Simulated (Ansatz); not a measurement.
Species: CH7NSi, net charge 0, singlet state. SMILES: CN[SiH3]
Geometry: optimised at B3LYP-D3(BJ)/def2-TZVP (Ansatz, a quantum-chemistry and plane-wave program).

Wanted: atomisation energy (electronic, to ground-state atoms), in eV. Correlated levels leave the core frozen unless marked. UHF or UKS for open shells. Spin-orbit coupling is left out. No relativistic terms. The coupled-cluster limit lacks core correlation, which all-electron functionals hold. Basis-set limits of correlation are two-point, X^-3; Hartree-Fock from the larger set.

```
level                            program  atomisation energy (eV)
------------------------  --------------  -----------------------
HF/6-31G                          Ansatz                    22.70
HF/6-31G*                         Ansatz                    25.10
HF/cc-pV(T+d)Z                    Ansatz                    25.58
HF/aug-cc-pV(Q+d)Z                Ansatz                    25.68
PBE-D4/def2-TZVPD         Ansatz + dftd4                    34.94
r2SCAN-D3(BJ)/def2-TZVPD  Ansatz + dftd3                    34.61
B97M-V/def2-TZVPD                 Ansatz                    34.75
```

Q: What does CCSD(T)/CBS(aug-cc-pV(T+d)Z,aug-cc-pV(Q+d)Z) (Ansatz) give?

A: 34.82 eV, so B97M-V/def2-TZVPD differs from it by -0.07 eV.
